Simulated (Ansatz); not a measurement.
Total energies of `BN(C)[SiH2]C`.

```xyz
15

B    -0.440    2.045    0.170
N    -0.349    0.728   -0.280
C    -0.049    0.417   -1.672
Si   -0.581   -0.645    0.790
C     0.997   -1.618    0.997
H    -0.270    2.946   -0.605
H    -0.686    2.254    1.323
H     0.898   -0.124   -1.766
H     0.026    1.339   -2.249
H    -0.834   -0.207   -2.114
H    -1.065   -0.132    2.093
H    -1.615   -1.526    0.176
H     0.828   -2.472    1.659
H     1.782   -0.998    1.436
H     1.359   -2.006    0.042
```

The species carries charge 0 and has multiplicity 1. The structure was optimised at the PBE0-D4/def2-TZVP level. It is one conformer, not always the lowest. Basis def2-TZVPP, Ansatz.

RPA on PBE orbitals: Hartree–Fock energy of these orbitals -449.69829 Eh, correlation -1.39220 Eh (frozen core).

```
             functional  energy without D4 (Eh)  D4 term (kJ/mol)
            LDA (SPW92)              -448.74973                 –
                    PBE              -451.05631             -30.5
                 revPBE              -451.32700             -95.2
                 r2SCAN              -451.31663              -7.9
                 B97M-V              -451.37668                 –
                r2SCANh              -451.31017              -8.3
                r2SCAN0              -451.30151              -9.2
HSE06 (plane-wave form)              -451.10093             -24.1
                  BHLYP              -451.35327             -36.1
              CAM-B3LYP              -451.36406             -26.1
                LC-ωPBE              -451.25450                 –
                ωB97X-V              -451.35822                 –
                ωB97M-V              -451.33188                 –
                 B2PLYP              -451.17524                 –
```

**Question.** Give the same for BLYP, PBE0, B3LYP, PBE-QIDH. (Best estimate.)

**Answer.** Ansatz gave: 
```
functional  energy without D4 (Eh)  D4 term (kJ/mol)
      BLYP              -451.35117             -66.9
      PBE0              -451.11798             -25.9
     B3LYP              -451.48549             -48.8
  PBE-QIDH              -451.01518                 –
```

B3LYP takes the VWN-RPA correlation (the form of Gaussian; ORCA's B3LYP/G). HSE06 is the plane-wave form, built on full-range PBE exchange. The double hybrids freeze the cores in their second-order part.

LC-ωPBE has ω = 0.4 bohr⁻¹.
